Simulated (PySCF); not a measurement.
An unknown is described by computed data only.

Elements present: C, F, H and Si. Monoisotopic mass: 174.0153 u.

| Property | Result |
| --- | --- |
| Dipole | 1.34 D [PBE0/pcSseg-1] |
| 13C NMR | chemical shifts (computed TMS as zero) by class: 86.9 (1 C), 74.6 (1 C), 10.5 (2 C), -1.0 (1 C) ppm [GIAO PBE0/pcSseg-1] |
| 1H NMR | chemical shifts (computed TMS as zero) by class: 4.96 (1 H), 4.86 (1 H), 3.92 (2 H), 2.02 (2 H), 1.30 (1 H), 1.09 (2 H), 0.89 (2 H) ppm [GIAO PBE0/pcSseg-1] |
| Rotational structure | rotational constants A, B, C: 1.525, 0.600, 0.520 GHz [GFN2-xTB] |
| NMR, other nuclei | isotropic shieldings of nuclei other than C and H, by class: 357 (1 F), 292 (1 Si), 387 (1 Si), 429 (1 Si) ppm [GIAO PBE0/pcSseg-1] |

The electronic properties come from PySCF, for the isolated species, density fitting. Levels stand in brackets. Isolated species at its GFN2-xTB geometry (one conformer only). NMR classes are plain means over equivalent atoms (diastereotopic ones count apart unless rotation or inversion swaps them), as if these changed places fast.

Question: Which formula fits the mass and the elements?

Answer: C5H11FSi3 (calculated 174.0153). No other formula that holds each of these elements comes within 0.0003 u with a fitting electron parity and a possible valence count.

Question: Give a SMILES that accounts for the data.

Answer: Numbering: `[CH:1]#[C:2][CH2:3][SiH2:4][Si:5]1([F:6])[CH2:7][SiH2:8][CH2:9]1`. Its formula, C5H11FSi3, gives 3 degrees of unsaturation: 1 ring and 2 π bonds in the structure found. 5 carbons fall into 4 classes; from least to most shielded: alkyne carbon [C2] (86.9 ppm), terminal alkyne carbon [C1] (74.6 ppm), ring sp3 carbon bound to silicon [C7/C9] (10.5 ppm, 2 C, up to 2.9 ppm apart in this geometry), chain sp3 carbon bound to silicon [C3] (-1.0 ppm). Hydrogen classes from least to most shielded: 1 H on an SiH2 silicon, Si8 (4.96 ppm), 1 H on an SiH2 silicon, Si8 (4.86 ppm), 2 H on an SiH2 silicon, Si4 (3.92 ppm), 2 H on an sp3 carbon bound to silicon, C3 (2.02 ppm), 1 H on a terminal alkyne carbon, C1 (1.30 ppm), 2 H on 2 like atoms (sp3 carbon bound to silicon), C7/C9 (1.09 ppm), 2 H on 2 like atoms (sp3 carbon bound to silicon), C7/C9 (0.89 ppm). The other shieldings belong to: 357 ppm, silicon-bound fluorine [F6]; 292 ppm, fluorine-bound silicon [Si5]; 387 ppm, SiH2 silicon [Si8]; 429 ppm, SiH2 silicon [Si4]. The optimised geometry has point group C1 and is an asymmetric top. Structure: `C#CC[SiH2][Si]1(F)C[SiH2]C1`. Computed isomers that give other values at the same levels: `C#C[SiH2]C[Si]1(F)C[SiH2]C1` (13C chemical shifts (computed TMS as zero) by class: 104.3 (1 C), 87.6 (1 C), 8.5 (2 C), 5.4 (1 C) ppm); `C#CCC[Si@]1(F)C[SiH2][SiH2]1` (13C chemical shifts (computed TMS as zero) by class: 90.1 (1 C), 78.6 (1 C), 23.9 (1 C), 14.9 (1 C), 10.1 (1 C) ppm); `C#C[C@@H]1C[SiH2][SiH2][C@@H](F)[SiH2]1` (13C chemical shifts (computed TMS as zero) by class: 92.2 (1 C), 82.7 (1 C), 75.6 (1 C), 17.0 (1 C), 10.5 (1 C) ppm). The assignments are read from this structure; whether some other isomer fits the data as well wasn't checked.

Conformer computed: `[CH:1]#[C:2][CH2:3][SiH2:4][Si:5]1([F:6])[CH2:7][SiH2:8][CH2:9]1`: C2–C3–Si4–Si5 -59°, C3–Si4–Si5–F6 -62°.
